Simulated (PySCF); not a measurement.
Species: C3H10BNO2Si2.
SMILES: `[SiH3]N([SiH3])C1=[O+][BH2-]OC=C1`

Torsions of this conformer, `[SiH3:1][N:2]([SiH3:3])[C:4]1=[O+:5][BH2-:6][O:7][CH:8]=[CH:9]1`: Si1–N2–C4–O5 -3°.

The closed-shell ground state was solved at several levels (PySCF, density fitting, gas phase, non-relativistic). One conformer (not necessarily the lowest) at the PBE0-D3(BJ)/def2-SVP geometry, without solvent, vibrations or thermal averaging.

```tsv
level	basis functions	HOMO (eV)	LUMO (eV)	gap (eV)	dipole (D)
PBE0/def2-SVPD	274	-6.94	-1.82	5.12	5.22
mPW1PW91/pcSseg-1	217	-6.97	-1.77	5.20	5.30
```

Task: Estimate the row for PBE0/pcSseg-1, a basis of 217 functions; the other rows only guide the guess.

Result: HOMO -6.93 eV, LUMO -1.75 eV, gap 5.18 eV, dipole 5.29 D.

Task: Over all these levels, which gives the widest orbital gap and which the narrowest?

Result: mPW1PW91/pcSseg-1 (global hybrid, 25 % exact exchange) has the widest, 5.20 eV, and PBE0/def2-SVPD (global hybrid, 25 % exact exchange) the narrowest, 5.12 eV. Functional and basis both differ between the two, so the spread mixes both effects.

Task: How far do the dipole and the HOMO energy spread over the levels?

Result: The dipole runs from 5.22 to 5.30 D (mean 5.27 D) and the HOMO from -6.97 to -6.93 eV.
